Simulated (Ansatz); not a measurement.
Geometry optimisation, UHF/def2-SVP (Ansatz).

Input:

```yaml
crystal:
  periodic: [false, false, false]
  atoms:
    - { symbol: W, position_ang: [-0.412501, 0.0, 0.257607] }
    - { symbol: Cl, position_ang: [0.360199, 0.0, 2.493946] }
    - { symbol: H, position_ang: [1.186367, 0.0, -0.123567] }
    - { symbol: H, position_ang: [0.298903, 1.412741, -0.231881] }
    - { symbol: Cl, position_ang: [-2.535893, 0.0, -0.657559] }
    - { symbol: H, position_ang: [0.298903, -1.412741, -0.231881] }
    - { symbol: H, position_ang: [0.017015, 0.0, -1.338565] }
    - { symbol: F, position_ang: [0.117008, 0.0, 5.191899] }
magnetization:
  spin_polarized: true
  initial_magnetization: 1
basis:
  gaussian: { orbitals: def2-SVP }
hamiltonian:
  xc: hf
relax:
  f_tol: 0.03
  max_steps: 50
output:
  orbitals: {}
```

Command:

```bash
$ ansatz run input.yaml --threads 2 --pin off --max-ram 3072MiB --backend cpu --events-out ev --progress --plain --runs-dir out
```

Problem. Where does it end, and by what steps?

Solution. The forces met the threshold. The force dipped under the threshold on the way, but the program's further checks kept it going. After 7 steps the energy has fallen by 0.092 eV; F8 moved furthest, 0.56 Å.

| step | energy less start (eV) | largest force component (eV/Å) | accepted |
| --- | --- | --- | --- |
| 0 | 0.0000 | 0.941 | yes |
| 1 | -0.0466 | 0.346 | yes |
| 2 | -0.0628 | 0.376 | yes |
| 3 | -0.0836 | 0.252 | yes |
| 4 | -0.0886 | 0.195 | yes |
| 5 | -0.0910 | 0.035 | yes |
| 6 | -0.0917 | 0.007 | yes |
| 7 | -0.0919 | 0.008 | yes |

```xyz
8
Properties=species:S:1:pos:R:3
W -0.371 0.000 0.210
Cl 0.438 0.000 2.384
H 1.230 0.000 -0.185
H 0.234 1.418 -0.393
Cl -2.532 0.000 -0.626
H 0.234 -1.418 -0.393
H 0.050 0.000 -1.384
F 0.046 0.000 5.747
```

Whether the end is a true minimum wasn't checked by a vibrational analysis.

The run took 41 s on 2 threads of Arm Neoverse V2, on a shared host, peak memory 0.29 GiB.
